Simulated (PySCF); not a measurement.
**Circular dichroism: `InChI=1S/C10H16S/c1-11-10-8-6-4-2-3-5-7-9-10/h6H,2-5,7,9H2,1H3`**

Molfile (atoms numbered from 1):
```
C10H16S
     RDKit          3D

 27 27  0  0  0  0  0  0  0  0999 V2000
    3.1332   -0.8378    1.1256 C   0  0  0  0  0  0  0  0  0  0  0  0
    2.5939    0.7499    0.4777 S   0  0  0  0  0  0  0  0  0  0  0  0
    1.2211    0.2706   -0.5341 C   0  0  0  0  0  0  0  0  0  0  0  0
    0.8798   -0.9838   -0.7337 C   0  0  0  0  0  0  0  0  0  0  0  0
    0.2709   -2.1465   -0.6822 C   0  0  0  0  0  0  0  0  0  0  0  0
   -0.8188   -2.4018    0.3400 C   0  0  0  0  0  0  0  0  0  0  0  0
   -1.3820   -1.1121    0.9346 C   0  0  0  0  0  0  0  0  0  0  0  0
   -2.0634   -0.2361   -0.1252 C   0  0  0  0  0  0  0  0  0  0  0  0
   -1.9767    1.2759    0.0687 C   0  0  0  0  0  0  0  0  0  0  0  0
   -0.5794    1.9066    0.0993 C   0  0  0  0  0  0  0  0  0  0  0  0
    0.4013    1.4529   -1.0001 C   0  0  0  0  0  0  0  0  0  0  0  0
    3.3811   -1.5255    0.3036 H   0  0  0  0  0  0  0  0  0  0  0  0
    4.0320   -0.6439    1.7267 H   0  0  0  0  0  0  0  0  0  0  0  0
    2.3586   -1.2940    1.7584 H   0  0  0  0  0  0  0  0  0  0  0  0
    0.4940   -2.9399   -1.4068 H   0  0  0  0  0  0  0  0  0  0  0  0
   -1.6250   -2.9756   -0.1511 H   0  0  0  0  0  0  0  0  0  0  0  0
   -0.4330   -3.0609    1.1389 H   0  0  0  0  0  0  0  0  0  0  0  0
   -0.5587   -0.5596    1.4158 H   0  0  0  0  0  0  0  0  0  0  0  0
   -2.0917   -1.3576    1.7412 H   0  0  0  0  0  0  0  0  0  0  0  0
   -1.6403   -0.4797   -1.1129 H   0  0  0  0  0  0  0  0  0  0  0  0
   -3.1286   -0.5151   -0.1932 H   0  0  0  0  0  0  0  0  0  0  0  0
   -2.5523    1.7451   -0.7485 H   0  0  0  0  0  0  0  0  0  0  0  0
   -2.4976    1.5646    0.9987 H   0  0  0  0  0  0  0  0  0  0  0  0
   -0.0964    1.7287    1.0742 H   0  0  0  0  0  0  0  0  0  0  0  0
   -0.7074    2.9995    0.0353 H   0  0  0  0  0  0  0  0  0  0  0  0
   -0.1340    1.1901   -1.9254 H   0  0  0  0  0  0  0  0  0  0  0  0
    1.0825    2.2812   -1.2557 H   0  0  0  0  0  0  0  0  0  0  0  0
  1  2  1  0
  2  3  1  0
  3  4  2  0
  4  5  2  0
  5  6  1  0
  6  7  1  0
  7  8  1  0
  8  9  1  0
  9 10  1  0
 10 11  1  0
 11  3  1  0
  1 12  1  0
  1 13  1  0
  1 14  1  0
  5 15  1  0
  6 16  1  0
  6 17  1  0
  7 18  1  0
  7 19  1  0
  8 20  1  0
  8 21  1  0
  9 22  1  0
  9 23  1  0
 10 24  1  0
 10 25  1  0
 11 26  1  0
 11 27  1  0
M  END
```

The calculation used PySCF 2.14.0, TDDFT CAM-B3LYP/def2-SVP circular dichroism and optical rotation, one conformer, gas phase. Geometry: PBE0-D3(BJ)/def2-SVP.

States above about 7.1 eV (minus the energy of the highest occupied orbital) lie near or above the ionisation threshold and depend on the basis. No stereocentre is labelled: unless the shape is locked (an allene, a helicene, a hindered biaryl), the mirror image is equally populated and a measured rotation or CD is zero.

Q: Which excitations and rotatory strengths does the calculation give?

A: Rotatory strengths R in 10⁻⁴⁰ esu² cm², velocity form and length form (origin at the centre of mass); f in length form.
| state | E (eV) | λ (nm) | f | R (velocity) | R (length) | main |
| --- | --- | --- | --- | --- | --- | --- |
| 1 | 4.68 | 265 | 0.001 | +7.7 | +7.4 | HOMO→LUMO 0.87 |
| 2 | 5.83 | 213 | 0.037 | -52.4 | -55.0 | HOMO→LUMO+1 0.38, HOMO−1→LUMO+1 0.29 |
| 3 | 5.99 | 207 | 0.086 | +151.3 | +161.4 | HOMO→LUMO+1 0.33, HOMO−1→LUMO+1 0.27 |
| 4 | 6.20 | 200 | 0.094 | -60.6 | -63.1 | HOMO→LUMO+3 0.23, HOMO→LUMO+2 0.22 |
| 5 | 6.98 | 178 | 0.315 | +9.7 | +13.5 | HOMO−1→LUMO 0.53, HOMO−1→LUMO+1 0.22 |
| 6 | 6.99 | 177 | 0.070 | -41.6 | -31.5 | HOMO→LUMO+2 0.54, HOMO→LUMO+4 0.11 |
| 7 | 7.28 | 170 | 0.126 | +119.7 | +117.4 | HOMO−2→LUMO 0.61, HOMO→LUMO+3 0.13 |
| 8 | 7.69 | 161 | 0.030 | -5.0 | -4.4 | HOMO→LUMO+3 0.21, HOMO→LUMO+5 0.19 |
| 9 | 7.80 | 159 | 0.029 | +12.3 | +13.2 | HOMO→LUMO+5 0.49, HOMO→LUMO+7 0.27 |
| 10 | 7.92 | 157 | 0.008 | +14.9 | +18.4 | HOMO−1→LUMO+2 0.39, HOMO→LUMO+7 0.18 |
| 11 | 7.96 | 156 | 0.024 | -25.0 | -23.9 | HOMO−2→LUMO+1 0.40, HOMO−1→LUMO+2 0.16 |
| 12 | 7.99 | 155 | 0.061 | +41.3 | +33.7 | HOMO−1→LUMO+2 0.31, HOMO−2→LUMO+1 0.22 |

Among the states computed, the strongest CD band (largest |R|) is state 3. The largest dissymmetry factor in size, g = 4R/(D+G), with D and G the electric and magnetic dipole strengths, is +0.057 for state 1 (velocity form, f = 0.001), among bands with |R| over 0.5. The mirror image has the same energies and oscillator strengths and all R with the opposite sign.
